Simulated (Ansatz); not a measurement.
CH$_{7}$OSbSi (`[OH][SbH][CH2][SiH3]`) at its PBE0-D4/def2-TZVP geometry, where that method's forces vanish. Total charge 0; spin multiplicity 1. Sb takes the def2 core potential.

```
atom   x (Å)   y (Å)   z (Å)
  O1  -1.541  -0.371   1.389
 Sb2  -1.908   0.288  -0.440
  C3   0.121   0.071  -1.128
 Si4   1.363  -0.197   0.251
  H5  -2.098  -1.124   1.599
  H6  -1.658   1.922   0.015
  H7   0.159  -0.762  -1.834
  H8   0.376   0.982  -1.678
  H9   1.251   0.861   1.284
 H10   1.199  -1.536   0.870
 H11   2.737  -0.135  -0.328
```

Q: For each bond, give half the difference of the two atoms' forces along it (eV/Å; positive pushes the atoms apart) under PBE-D4, r2SCAN-D4, B3LYP-D4, ωB97M-V in def2-TZVPP. (An estimate is asked.)

A: Computed: 
| bond | length (Å) | PBE-D4 | r2SCAN-D4 | B3LYP-D4 | ωB97M-V |
| --- | --- | --- | --- | --- | --- |
| O1–Sb2 | 1.979 | 0.50 | 0.17 | 0.35 | 0.01 |
| O1–H5 | 0.960 | 0.38 | 0.04 | -0.05 | -0.04 |
| Sb2–C3 | 2.153 | 0.22 | 0.14 | 0.26 | -0.09 |
| Sb2–H6 | 1.714 | 0.26 | 0.05 | 0.06 | -0.15 |
| C3–Si4 | 1.875 | -0.04 | -0.02 | 0.09 | 0.11 |
| C3–H7 | 1.093 | 0.10 | -0.01 | -0.09 | -0.05 |
| C3–H8 | 1.094 | 0.08 | -0.03 | -0.10 | -0.03 |
| Si4–H9 | 1.484 | 0.08 | -0.01 | -0.07 | -0.10 |
| Si4–H10 | 1.484 | 0.07 | -0.02 | -0.08 | -0.11 |
| Si4–H11 | 1.492 | 0.06 | -0.03 | -0.10 | -0.12 |

B3LYP here is the variant with VWN-RPA as its local correlation; programs differ in this.
